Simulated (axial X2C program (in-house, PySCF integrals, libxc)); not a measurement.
**Potential curves of LiSe⁻, two-component**

Calculated with an axial X2C code built on PySCF integrals. Two-component (2c) means X2C with spin–orbit coupling and atomic mean-field two-electron Coulomb and Gaunt terms. Basis: Se dyall-acv3z [9s10p7d5f1g], Li dyall-av3z [9s9p3d] (cores contracted in-house); Gaussian nuclei, density fitting, unrestricted open shells. Masses: Se 79.917 u, Li 7.016 u.

State: Ω = 0 (closed shell). Energies in eV from the fragments at the same level (Se- + Li). Fits are polynomials in 1 − R0/R over 0.85 to 1.23 times the lowest point R0.

```json
{"R (Å)": "1.8966", "MP2": "-1.6011", "B3LYP": "-1.6810", "HF": "-0.4236"}
{"R (Å)": "1.9838", "MP2": "-1.8879", "B3LYP": "-1.9307", "HF": "-0.6930"}
{"R (Å)": "2.0492", "MP2": "-2.0219", "B3LYP": "-2.0406", "HF": "-0.8124"}
{"R (Å)": "2.1146", "MP2": "-2.1014", "B3LYP": "-2.0997", "HF": "-0.8763"}
{"R (Å)": "2.1800", "MP2": "-2.1375", "B3LYP": "-2.1179", "HF": "-0.8957"}
{"R (Å)": "2.2563", "MP2": "-2.1365", "B3LYP": "-2.0989", "HF": "-0.8741"}
{"R (Å)": "2.3326", "MP2": "-2.1000", "B3LYP": "-2.0478", "HF": "-0.8158"}
{"R (Å)": "2.4307", "MP2": "-2.0152", "B3LYP": "-1.9475", "HF": "-0.7017"}
{"R (Å)": "2.5506", "MP2": "-1.8731", "B3LYP": "-1.7925", "HF": "-0.5228"}
{"R (Å)": "2.7250", "MP2": "-1.6261", "B3LYP": "-1.5372", "HF": "-0.2237"}
```

Correlated methods: 8 electrons correlated (number of frozen shells: Se 3 s, 2 p, 1 d; Li 1 s), 236 virtual spin orbitals or spinors in MP2.

The state is a single determinant with fixed occupations, the lowest that a limited PBE0 search found. The closed shell is kept restricted, so the energy runs too high when the bond is stretched far. Dissociation energies refer to the lowest single-determinant-based atoms at the same level and basis. Without a current term, density functionals place determinants with orbital angular momentum somewhat too high. The highest occupied level of some functionals is positive through self-interaction error; at Hartree–Fock it is bound. Hartree–Fock gets electron affinities wrong, so its lowest charge split need not be the true one. MP2 and coupled cluster on one determinant become unreliable at the stretched end.

Problem. What are Re, ωe and De at the MP2 level?

Solution. At MP2, 2c: Re = 2.215 Å, ωe ≈ 546 cm⁻¹, De = 2.14 eV to Se- + Li; Be follows as 0.533 cm⁻¹.

Problem. Fit the B3LYP curve near its minimum: give the equilibrium distance, the harmonic wavenumber and the well depth.

Solution. At B3LYP, 2c: Re = 2.182 Å, ωe ≈ 559 cm⁻¹, De = 2.12 eV to Se- + Li; Be follows as 0.549 cm⁻¹.

Problem. What are Re, ωe and De at the HF level?

Solution. At HF, 2c: Re = 2.181 Å, ωe ≈ 589 cm⁻¹, De = 0.90 eV to Se- + Li; Be follows as 0.55 cm⁻¹.
